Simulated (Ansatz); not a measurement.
Start from `C[SiH]([SiH3])[AsH2]` and change one atom or group to get `C[SiH]([SiH3])[S][AlH2]`.

Ansatz, PBE0-D4/def2-TZVP geometries, multiplicity 1. Each molecule was computed in one conformer, which needn't be the lowest.

Scalar relativity is left out up to krypton.

```
                                        property  `C[SiH]([SiH3])[AsH2]`
            HOMO–LUMO gap (PBE0/def2-TZVPP) / eV                    6.91
size of the dipole moment (B3LYP/def2-TZVPP) / D                    0.90
           HOMO–LUMO gap (B3LYP/def2-TZVPP) / eV                    6.54
              HOMO energy (PBE0/def2-TZVPP) / eV                   -7.09
             LUMO energy (B3LYP/def2-TZVPP) / eV                   -0.35
             HOMO energy (B3LYP/def2-TZVPP) / eV                   -6.90
```

(1) Give the same properties after the change, and the shifts. (An estimate is asked.)

Answers

(1) The calculation gave: 
```csv
property,`C[SiH]([SiH3])[S][AlH2]`,shift
HOMO–LUMO gap (PBE0/def2-TZVPP) / eV,6.28,-0.63
size of the dipole moment (B3LYP/def2-TZVPP) / D,2.38,1.48
HOMO–LUMO gap (B3LYP/def2-TZVPP) / eV,5.91,-0.63
HOMO energy (PBE0/def2-TZVPP) / eV,-7.10,-0.01
LUMO energy (B3LYP/def2-TZVPP) / eV,-0.95,-0.60
HOMO energy (B3LYP/def2-TZVPP) / eV,-6.87,0.03
```

Dipoles are sizes alone; their direction can turn.

B3LYP here is the variant with VWN-RPA as its local correlation; programs differ in this.
